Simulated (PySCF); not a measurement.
Delta-SCF ions had no search for a lower state. Excitations are Tamm–Dancoff values on a coarser integration grid. The basis has no diffuse functions, so Rydberg states are missing or too high.

## CH$_{6}$BN, SMILES `BNC` (H–B–N–C torsion 180°) (charge 0, multiplicity 1)

Level of theory: M06-2X/def2-TZVP run with PySCF.

The HOMO is -9.18 eV and the dipole moment is 1.94 D. The LUMO is 1.10 eV and the HOMO–LUMO gap is 10.28 eV. The S1 excitation (TDA) is 7.27 eV. The S1 oscillator strength comes out as 0.000, the brightest of the four lowest singlets (TDA) is 7.77 eV and the T1 excitation (TDA) is 5.69 eV. The S1–T1 gap (TDA) is 1.58 eV and the vertical ionisation energy (Delta-SCF) is 10.35 eV. The total energy is -121.3272 Ha. The cost is very roughly 4 core-minutes.

```xyz
9

B      1.3784    -0.2615    -0.1036
N      0.0701    -0.4111     0.3265
C     -1.0723     0.3870    -0.0773
H      2.2117    -0.9987     0.3213
H      1.6297     0.6019    -0.8870
H     -0.1527    -1.1384     0.9889
H     -0.7382     1.1402    -0.7879
H     -1.8369    -0.2268    -0.5574
H     -1.5256     0.8937     0.7768
```
